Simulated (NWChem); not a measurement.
Molecule: SrCl, doublet; SMILES [Cl][Sr]

```xyz
2

Sr     0.0000     0.0000    -0.8248
Cl     0.0000     0.0000     1.7663
```
Atoms are numbered in this order, from 1.

All runs use the structure optimised with PBE0/def2-SVP, spin-unrestricted. The spin multiplicity was typed, not searched, and may not be the lowest. No stability test was run on the SCF state. def2 effective core potentials on Sr; no spin-orbit coupling.

**Question.** List the 4 lowest vertical excitations from PBE0/def2-SVP with def2 effective core potentials on Sr, spin-unrestricted, TDA (NWChem).

**Answer.** 
| state | energy (eV) | oscillator strength | <S²> |
|---|---|---|---|
| state 1 | 1.80 | 0.214 | 0.75 |
| state 2 | 1.80 | 0.214 | 0.75 |
| state 3 | 1.81 | 0.000 | 0.75 |
| state 4 | 1.81 | 0.000 | 0.75 |
